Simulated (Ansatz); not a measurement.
Relaxation of AlH$_{7}$N$_{2}$O (11 atoms, charge 0, multiplicity 1), to a largest force component of 0.03 eV/Å in at most 50 steps.

All numbers below come from RKS BHLYP/6-31G* in Ansatz.

```xyz
11
Properties=species:S:1:pos:R:3
Al 0.029 0.696 -0.398
H -0.160 -0.179 2.217
N 1.573 -0.013 -0.896
H 1.661 -0.805 -1.506
H 2.481 0.299 -0.607
N -1.514 0.026 -0.926
H -1.640 -0.806 -1.470
H -2.399 0.449 -0.717
O -0.025 2.133 0.594
H 0.763 2.649 0.738
H -0.137 0.518 2.109
```

Where does it end, and by what steps?

It converged. The force dipped under the threshold on the way, but the program's further checks kept it going. After 15 steps the energy has fallen by 0.128 eV; H2 moved furthest, 1.23 Å.

| step | energy less start (eV) | largest force component (eV/Å) | accepted |
| --- | --- | --- | --- |
| 0 | 0.0000 | 1.404 | yes |
| 1 | -0.0782 | 0.465 | yes |
| 2 | -0.1016 | 0.165 | yes |
| 3 | -0.1077 | 0.153 | yes |
| 4 | -0.1114 | 0.397 | yes |
| 5 | -0.1148 | 0.365 | yes |
| 6 | -0.1166 | 0.105 | yes |
| 7 | -0.1125 | 0.480 | no |
| 8 | -0.1209 | 0.074 | yes |
| 9 | -0.1247 | 0.054 | yes |
| 10 | -0.1248 | 0.238 | yes |
| 11 | -0.1267 | 0.051 | yes |
| 12 | -0.1272 | 0.006 | yes |
| 13 | -0.1276 | 0.040 | yes |
| 14 | -0.1277 | 0.037 | yes |
| 15 | -0.1278 | 0.016 | yes |

```xyz
11
Properties=species:S:1:pos:R:3
Al 0.020 0.645 -0.602
H -0.055 0.242 3.372
N 1.574 -0.003 -1.149
H 1.675 -0.751 -1.809
H 2.477 0.313 -0.849
N -1.510 0.046 -1.244
H -1.623 -0.674 -1.932
H -2.404 0.394 -0.950
O -0.072 1.880 0.569
H 0.694 2.260 0.988
H -0.143 0.617 2.743
```

The run took 60 s on 1 thread of Arm Neoverse V1 (shared host), peak memory 0.15 GiB.
